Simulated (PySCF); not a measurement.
**C₆ coefficients of unlike pairs at CAM-B3LYP**

Calculated with PySCF 2.14 from the dipole response of each species, C₆(A,B) = (3/π) ∫ α_A(iu) α_B(iu) du, in atomic units, from isotropic polarisabilities. For ions this is the dispersion term alone; charge-induced terms of lower order in 1/R come first.

```tsv
species	configuration	basis	relativity	α (bohr³)	C₆ (like pair)
K	[Ar] 4s1 (2S)	x2c-QZVPPall with one added diffuse shell each of s, p, d, f type (12s8p5d4f)	spin-free X2C	285.8	3811
As	[Ar] 3d10 4s2 4p3 (4S)	x2c-QZVPPall with one added diffuse shell each of s, p, d, f type (12s9p6d5f1g)	spin-free X2C	31.24	264.0
Ti⁺	[Ar] 3d2 4s1 (4F)	def2-QZVPPD (11s6p5d3f2g)	none	48.84	306.3
```

**Question.** Estimate C₆ for Ti⁺ with K.

**Answer.** The integral gives 963.6. The combination rule 2 C_A C_B / (C_A α_B/α_A + C_B α_A/α_B) gives 955.5 and the geometric mean 1080.

No spin-orbit coupling is included.

The other pairs:

```csv
pair,C₆
"Ti⁺, As",270.7
"As, K",740.2
```
